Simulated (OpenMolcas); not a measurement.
**Ge IV: effect of the basis set**

- Program: OpenMolcas 26.06
- Method: SS-CASPT2, IPEA 0.25 Eh, imaginary shift 0.1 Eh (closed shells correlated: 3d)
- Active space: 1 electron in 4 orbitals (4s 4p)
- State averaging: 2S+1 = 2 even, 1 root; 2S+1 = 2 odd, 3 roots
- Spin-orbit coupling: state interaction with AMFI integrals over the reference wave functions, term energies averaged over their components

A. ANO-RCC-VDZP [5s4p2d], DKH2, point nucleus; CASPT2 step roughly 0.7 core-seconds
B. ANO-R1 [5s4p3d1f], X2C, finite nucleus; CASPT2 step about 0.5 core-seconds
C. ANO-RCC-VTZP [6s5p3d1f], DKH2, point nucleus; CASPT2 step roughly 0.6 core-seconds
D. ANO-RCC-VQZP [7s6p4d2f1g], DKH2, point nucleus; CASPT2 step of the order of 1 core-seconds
E. ANO-R2 [6s5p4d3f1g], X2C, finite nucleus; CASPT2 step about 0.7 core-seconds
F. ANO-R3 [7s6p5d4f2g], X2C, finite nucleus; CASPT2 step of the order of 1.7 core-seconds

Energies in cm-1 above 4s 2S 1/2, the measured ground level; measured values from Sugar and Musgrove, J. Phys. Chem. Ref. Data 22, 1213 (1993).

```tsv
Level	A	B	C	D	E	F	Measured
4s 2S 1/2	0.0	0.0	0.0	0.0	0.0	0.0	0.0
4p 2P* 1/2	80289	76698	81048	81596	80312	81739	81311
4p 2P* 3/2	83104	79383	83370	83922	82628	84052	84102
```

Deviations, from unrounded energies. A percentage is the sum of absolute deviations over the sum of measured energies, with the sign that they share, or ± where signs differ.

```
           Against measurement  Levels     A     B     C     D     E     F
mean absolute deviation (cm-1)       2  1000  4700   500   230  1200   240
      other configurations (%)       2  -1.2  -5.6  -0.6  ±0.3  -1.5  ±0.3
```

D, F lie about equally close to measurement and B furthest from it. The largest miss of D in the table is 4p 2P* 1/2, by +280 cm-1. The ranking rests on the paired levels alone, and a cruder setting can come out closer through cancelling errors.

Among A to F the level of the table that moves most is 4p 2P* 1/2, by 5000 cm-1 (lowest in B, highest in F).

With one active electron, CASPT2 adds the correlation within the correlated inactive shells and between them and that electron, and leaves the splitting within a term as the reference gives it. The basis is small and was not contracted for so high a charge (holds for A; B). Measured partners are found by configuration, term and J. A level has none where our copy of the source lacks it or the pairing is in doubt (some pairs that miss far off the trend of their configuration count as doubtful), and it then counts in no deviation. Levels of configurations outside the active space are missing.

* marks odd parity.
